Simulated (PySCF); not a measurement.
HSi, SMILES [SiH] (connectivity only; charge and spin as stated), charge +1, multiplicity 1.

Coordinates come from a r2SCAN-D4/def2-TZVPD optimisation.

Two levels are set side by side: PBE/def2-TZVPD (PySCF) and ωB97X/def2-TZVPD (PySCF). Same geometry, gas phase. Differences are taken from unrounded values.

```json
[
 {"quantity": "orbital gap (eV)", "ωB97X": "9.59"},
 {"quantity": "highest occupied level (eV)", "ωB97X": "-17.77"},
 {"quantity": "lowest empty level (eV)", "ωB97X": "-8.18"},
 {"quantity": "mean polarisability (bohr³)", "ωB97X": "20.7"}
]
```

**Question.** What does PBE give, and how far is it from ωB97X? (An estimate is asked for; the answer gives what the named calculation found.)

**Answer.** 
| quantity | PBE | PBE minus ωB97X |
|---|---|---|
| orbital gap (eV) | 2.75 | -6.84 |
| highest occupied level (eV) | -14.28 | 3.49 |
| lowest empty level (eV) | -11.53 | -3.35 |
| mean polarisability (bohr³) | 20.7 | 0.0 |

PBE's occupied levels lie high since its potential decays too fast outside the molecule; exact exchange lowers them and widens the gap. Differences between two approximate levels are no errors against the true value.

Rough cost on one machine, each run with all the roots and properties that it gave: ωB97X against PBE within a factor of 2.
